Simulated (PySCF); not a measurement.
Cl2HOTi, SMILES [Ti+]([Cl])([OH])[Cl], charge +1, multiplicity 1. Atoms are numbered in the order given.

```xyz
5

Ti    -0.3881    -0.3350     0.0000
Cl     0.1562     0.7398     1.7500
Cl     0.1562     0.7398    -1.7500
O      0.2904    -1.8913     0.0000
H      0.9027    -2.6527     0.0000
```
Charge +1, spin multiplicity 1.

Geometry: B3LYP-D3(BJ)/def2-SVP. The spin state was assumed, not searched. The isomer is the one that the SMILES or the coordinates give; other isomers of the formula were not compared. The values are those of a single conformer.

Calculation: B3LYP-D3(BJ)/def2-SVP (PySCF).

Frequencies are harmonic and unscaled.

```
mode  ν (cm⁻¹)  IR (km/mol)  Raman (Å⁴/amu)  depolarisation  moving atoms (share of kinetic energy)
----  --------  -----------  --------------  --------------  --------------------------------------
1          122          3.6             3.1            0.51                        Cl 54 %, Ti 36 %
2          153          4.2             5.9            0.74                Cl 41 %, O 27 %, Ti 24 %
3          183         32.9             7.8            0.75                 O 37 %, H 33 %, Cl 25 %
4          266        191.9             0.9            0.75                          H 63 %, O 32 %
5          470         44.8             8.9            0.11        Cl 39 %, H 38 %, O 12 %, Ti 11 %
6          494        209.8            12.1            0.17         H 42 %, Cl 29 %, Ti 20 %, O 9 %
7          549        131.0             3.7            0.75                        Ti 53 %, Cl 46 %
8          928        148.1            15.5            0.19                         O 67 %, Ti 28 %
9         3739        807.5           125.4            0.37                                  H 94 %
```
